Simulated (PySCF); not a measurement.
N2O, charge +1, doublet, at a GFN2-xTB geometry (a state made from the parent by changing its charge; the spin is typed, not shown lowest). Base run: PySCF with B3LYP/STO-3G.

The PySCF input:
```python
from pyscf import gto, scf, dft

mol = gto.M(
    atom='''
N    -0.00000000   -0.00000000   -1.18125411
N    -0.00000000   -0.00000000   -0.04900305
O     0.00000000    0.00000000    1.07647501
''',
    basis='sto-3g',
    charge=1,
    spin=1,
    verbose=4,
)

mf = dft.UKS(mol)
mf.xc = 'b3lyp'
mf.kernel()
mf.analyze()
```

Each row names what was changed in the base input (with any setting that the change needs).

```
change                                ΔE vs base (µEh)  grid points  electrons on the grid
------------------------------------  ----------------  -----------  ---------------------
base                                               0.0        41888               21.00000
grids.level = 7                                    0.7       256536               21.00000
grids.level = 2                                   -0.1        33192               21.00000
grids.level = 5                                    0.6       127208               21.00000
grids.prune = dft.gen_grid.sg1_prune               3.9        19016               20.99999
grids.radi_method = delley                         0.0        43976               21.00000
grids.level = 4                                    0.7        84016               21.00000
grids.atom_grid = (75, 302)                        0.0        41888               21.00000
grids.radi_method = mura_knowles                   0.0        39944               21.00000
grids.atom_grid = (50, 194)                        3.7        19200               21.00000
grids.atom_grid = (30, 110)                       86.8         7344               20.99986
```

Open shells are given as the SCF converged; they aren't shown to be the lowest states, and a large step between rows can be another state.
